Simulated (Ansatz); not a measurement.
Consider the formal loss of a carbene: `C[SiH2]N[SiH2]O` → `[CH2]` (triplet) + `O[SiH2]N[SiH3]`.

Computed with Ansatz on PBE0-D4/def2-TZVP structures; ΔE is electronic, products minus reactants. CBS: MP2 limit from def2 TZ/QZ plus the TZ coupled-cluster correction, frozen cores. This one scheme is used for every species. DFT in def2-TZVPP. B3LYP here is the variant with VWN-RPA as its local correlation; programs differ in this. Triplets are unrestricted, without spin–orbit coupling. One conformer a species, not always the lowest.

(1) Is it downhill or uphill in electronic energy at CCSD(T)/CBS, and by how much? (An estimate is asked.)

(2) What do these levels give: PBE-D4, B3LYP-D4, ωB97X-V, PBE, r2SCAN, B3LYP, CCSD/def2-TZVPP, CCSD(T)/def2-TZVPP, HF/def2-QZVPP, HF/CBS(def2), MP2/CBS(def2), CCSD/CBS(def2)? (Estimate.)

Largest T1 diagnostic among the species: 0.011.

Answers

(1) Computed: Uphill: ΔE = +5.00 eV.

(2) Ansatz gave: PBE-D4 5.07, B3LYP-D4 4.92, ωB97X-V 5.09, PBE 5.00, r2SCAN 4.78, B3LYP 4.81, CCSD/def2-TZVPP 4.75, CCSD(T)/def2-TZVPP 4.87, HF/def2-QZVPP 3.42, HF/CBS(def2) 3.43, MP2/CBS(def2) 5.15, CCSD/CBS(def2) 4.88 eV.

From PBE to PBE0 (25 % exact exchange), in def2-TZVPP and without D4, ΔE moves by −0.08 eV. The D4 term adds +0.11 eV with B3LYP and +0.06 eV with PBE0; it sums over pairs of atoms, weighted by their polarisabilities, and B3LYP, whose exchange is more repulsive, gets the larger term. In def2-TZVPP, CCSD(T) changes the Hartree–Fock value by +1.45 eV (the triples alone add +0.12 eV) and MP2 by +1.60 eV.
